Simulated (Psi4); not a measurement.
Psi4 was given this input:
```
memory 2 GB

molecule mol {
0 1
  Si   -0.000000    0.000000    0.000000
  Cl    1.154087    1.151220    1.183261
  Cl   -1.188553   -1.157440    1.142368
  Cl    1.171487   -1.168380   -1.148842
  Cl   -1.137021    1.174600   -1.176787
}

set basis 6-311++g**
set reference rks

energy('b3lyp')
print_variables()
```

Problem. Give the number of basis functions at the level B3LYP/6-311++G** in Psi4.

Solution. 150

Problem. Give the dipole moment at the level B3LYP/6-311++G**.

Solution. 0.00 D

Problem. Estimate the nuclear repulsion energy that B3LYP/6-311++G** returns for this input.

Solution. 529.0648 Eh

Problem. Estimate the total energy that B3LYP/6-311++G** returns for this input.

Solution. -2130.6100 Eh
